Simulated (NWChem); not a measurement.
System: TiN₂H₆; SMILES [NH2][TiH2][NH2]

The following NWChem deck was run.

```
start job
memory heap 200 mb stack 900 mb global 1100 mb
geometry units angstroms noautoz
  Ti    -0.000127    -0.014330    -0.391956
  N      1.589180    -0.021440     0.574790
  H      1.751394    -0.188953     1.564734
  H      2.478266     0.126590     0.097242
  N     -1.589336     0.005436     0.574777
  H     -2.475823     0.167964     0.097112
  H     -1.754350    -0.158831     1.564802
  H     -0.012219    -1.443956    -1.344454
  H      0.010348     1.227462    -1.589542
end
basis spherical
  Ti library def2-svp
  N library def2-svp
  H library def2-svp
end
dft
  xc r2scan0
  iterations 150
  mulliken
end
task dft energy
```

The geometry was optimised at B3LYP/6-31G* (spherical d).

Predict the main results of this run. (r2SCAN0/def2-SVP.) Quantities: energy (Ha); highest occupied level (eV); orbital gap (eV); dipole (D).


```yaml
energy (Ha): -962.25
highest occupied level (eV): -7.68
orbital gap (eV): 6.16
dipole (D): 3.00
```
